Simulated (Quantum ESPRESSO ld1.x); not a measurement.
Task: The aim is neutral tellurium in [Kr] 4d10 5s2 5p4. This ld1.x (Quantum ESPRESSO 7.5) run was made with `OMP_NUM_THREADS=1 ld1.x < ld1.in > ld1.out`. Can the result be used? Name any fault.

```
 &input
    zed=52.0,
    iswitch=1,
    rel=1,
    lsd=1,
    dft='SLA-VWN',
    config='[Kr] 4d10 5s2 5p4',
    dx=0.1,
    prefix='ld1',
    max_out_wfc=37,
    file_charge='ld1.rho',
 /
```

Output (excerpt):

```
     Program LD1 v.7.5 starts

     --------------------------- All-electron run ----------------------------

     scalar relativistic calculation

     atomic number is 52.00
     dft =SLA-VWN   lsd =1 sic =0 latt =0  beta=0.20 tr2=1.0E-14
     Exchange-correlation= SLA-VWN
                           (   1   2   0   0   0   0   0)
     mesh = 167 r(mesh) = 104.45499 a.u. xmin = -8.00 dx = 0.10000
     1 Ry =  13.60569312 eV, c = 137.03599908

     n l     nl                  e(Ry)          e(Ha)          e(eV)
     1 0     1S 1( 1.00)     -2322.0849     -1161.0425    -31593.5747
     2 0     2S 1( 1.00)      -356.1669      -178.0835     -4845.8979
     2 1     2P 1( 3.00)      -319.9100      -159.9550     -4352.5967
     3 0     3S 1( 1.00)       -70.8423       -35.4211      -963.8583
     3 1     3P 1( 3.00)       -59.0521       -29.5260      -803.4441
     4 0     4S 1( 1.00)       -12.0559        -6.0279      -164.0288
     4 1     4P 1( 3.00)        -8.3933        -4.1966      -114.1962
     3 2     3D 1( 5.00)       -41.1770       -20.5885      -560.2411
     4 2     4D 1( 5.00)        -3.0661        -1.5330       -41.7164
     5 0     5S 1( 1.00)        -1.1614        -0.5807       -15.8023
     5 1     5P 1( 3.00)        -0.4811        -0.2406        -6.5458
     1 0     1S 2( 1.00)     -2322.0808     -1161.0404    -31593.5185
     2 0     2S 2( 1.00)      -356.1648      -178.0824     -4845.8690
     2 1     2P 2( 3.00)      -319.9067      -159.9534     -4352.5526
     3 0     3S 2( 1.00)       -70.8386       -35.4193      -963.8079
     3 1     3P 2( 3.00)       -59.0480       -29.5240      -803.3892
     4 0     4S 2( 1.00)       -12.0478        -6.0239      -163.9182
     4 1     4P 2( 3.00)        -8.3841        -4.1920      -114.0713
     3 2     3D 2( 5.00)       -41.1732       -20.5866      -560.1899
     4 2     4D 2( 5.00)        -3.0500        -1.5250       -41.4975
     5 0     5S 2( 1.00)        -1.0832        -0.5416       -14.7383
     5 1     5P 2( 1.00)        -0.4038        -0.2019        -5.4939

     final scf error:  7.8E-15 reached in  38 iterations

     Etot =  -13577.822413 Ry,   -6788.911207 Ha, -184735.685031 eV
     Total magnetization:    2.00 Bohr mag.

     Ekin =   14221.050940 Ry,    7110.525470 Ha,  193487.254977 eV
     Encl =  -32854.997115 Ry,  -16427.498558 Ha, -447015.008310 eV
     Eh   =    5395.879785 Ry,    2697.939893 Ha,   73414.684485 eV
     Exc  =    -339.756023 Ry,    -169.878011 Ha,   -4622.616184 eV
```

Result: No (inaccurate). The line at issue: dx=0.1. The radial step is too large to integrate the orbitals; the run ends without a warning, but the energy is off by -0.02219 hartree against the default mesh. The sound input gives -6788.8890 hartree.
